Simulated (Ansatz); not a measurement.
Consider the ligand exchange at the Si–C bond: `B[SiH2]OC[SiH3]` + `[OH][In]([SH])[Cl]` → `[SiH3][O][In]([SH])[Cl]` + `B[SiH2]OC`.

Gas-phase electronic energies from Ansatz, PBE0-D4/def2-TZVP geometries. CCSD(T)/CBS is the MP2 limit (def2-TZVPP, def2-QZVPP) plus CCSD(T) − MP2 in def2-TZVPP, frozen cores. DFT in def2-TZVPP. B3LYP here is the variant with VWN-RPA as its local correlation; programs differ in this. def2 core potentials past Kr. For In outer-core shells are correlated without core-valence functions, which leaves a few kJ/mol of doubt a bond. Each species was taken in one conformer, which may not be the lowest.

(1) Is it downhill or uphill in electronic energy at CCSD(T)/CBS, and by how much? (Estimate.)

(2) What do these levels give: ωB97X-V, B3LYP, MP2/def2-TZVPP, SCS-MP2/def2-TZVPP, CCSD/def2-TZVPP, CCSD/CBS(def2)? (Best estimate.)

Largest T1 diagnostic among the species: 0.015.

## Answers

(1) Ansatz gave: Downhill: ΔE = -1.25 eV.

(2) The calculation gave: ωB97X-V -1.21, B3LYP -1.23, MP2/def2-TZVPP -1.28, SCS-MP2/def2-TZVPP -1.32, CCSD/def2-TZVPP -1.29, CCSD/CBS(def2) -1.29 eV.

In def2-TZVPP, CCSD(T) changes the Hartree–Fock value by +0.25 eV (the triples alone add +0.03 eV) and MP2 by +0.22 eV. From PBE to PBE0 (25 % exact exchange), in def2-TZVPP and without D4, ΔE moves by −0.10 eV.
